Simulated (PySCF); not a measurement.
## One change to the structure, seen by NMR

Starting compound: SMILES C=C1C(=C)C(C=O)=C1[SiH3], C7H8OSi.

1H NMR (500 MHz, computed): δ 10.33 (s, 1H), 5.81 (m, 1H), 5.80 (m, 1H), 5.33 (m, 1H), 5.22 (m, 1H), 4.36 (s, 3H). 13C{1H} NMR (computed): δ 191.1 (CH), 180.2 (C), 165.8 (C), 157.1 (C), 151.6 (C), 114.6 (CH2), 100.1 (CH2).

- σ from GIAO-PBE0/pcSseg-1
- geometry: GFN2-xTB
- program: PySCF 2.14
- equivalent nuclei averaged, no relativistic terms, gas phase, single conformer

Scale: 1H (σref 31.72), 13C (σref 186.93) against TMS (reference shieldings calculated alike). Where no couplings were computed, multiplicities follow the n + 1 count of equivalent neighbours, and m marks all less simple cases (inequivalent or close neighbours, rings, F or P nearby). Shifts are as computed. Against solution values, carbons near 30 ppm lie about +3 ppm off and those near 130 ppm about +5 ppm. Of 1211 compounds with measured shifts, 218 miss one by over three times the rms of a fit or turn the order of signals round; such compounds aren't used in these exercises.

Q: What are the spectra after this edit: ring closed by a new C-C bond, giving `O=Cc1c2ccc-2c1[SiH3]`?

A: 1H NMR (500 MHz, computed): δ 9.86 (s, 1H), 8.21 (d, 1H), 7.74 (d, 1H), 4.46 (s, 3H). 13C{1H} NMR (computed): δ 192.0 (CH), 155.9 (C), 154.6 (CH), 149.5 (C), 146.3 (C), 141.3 (CH), 139.7 (C).

Q: What are the spectra after this edit: CH2 inserted into a C-Si bond, giving `C=C1C(=C)C(C[SiH3])=C1C=O`?

A: 1H NMR (500 MHz, computed): δ 10.32 (s, 1H), 5.68 (m, 1H), 5.57 (m, 1H), 5.22 (m, 1H), 5.09 (m, 1H), 3.94 (t, 3H), 2.74 (q, 2H). 13C{1H} NMR (computed): δ 190.8 (CH), 179.6 (C), 156.8 (C), 150.8 (C), 147.1 (C), 110.1 (CH2), 95.5 (CH2), 16.1 (CH2).

Q: What are the spectra after this edit: CH2 inserted into a C-C bond, giving `C=C1C(=C)C(CC=O)=C1[SiH3]`?

A: 1H NMR (500 MHz, computed): δ 9.51 (t, 1H), 5.14 (m, 1H), 5.10 (m, 1H), 5.07 (m, 1H), 5.07 (m, 1H), 4.36 (s, 3H), 3.53 (d, 2H). 13C{1H} NMR (computed): δ 196.3 (CH), 169.8 (C), 160.2 (C), 157.9 (C), 156.9 (C), 99.9 (CH2), 99.7 (CH2), 48.0 (CH2).

Q: What are the spectra after this edit: SiH2 inserted into a C-C bond, giving `C=C1[SiH2]C(C=O)=C([SiH3])C1=C`?

A: 1H NMR (500 MHz, computed): δ 9.97 (s, 1H), 7.04 (br s, 1H), 6.94 (br s, 1H), 6.72 (br s, 1H), 6.17 (br s, 1H), 4.99 (s, 2H), 4.57 (s, 3H). 13C{1H} NMR (computed): δ 200.5 (C), 197.0 (CH), 158.1 (C), 150.1 (C), 148.3 (C), 133.5 (CH2), 131.3 (CH2).
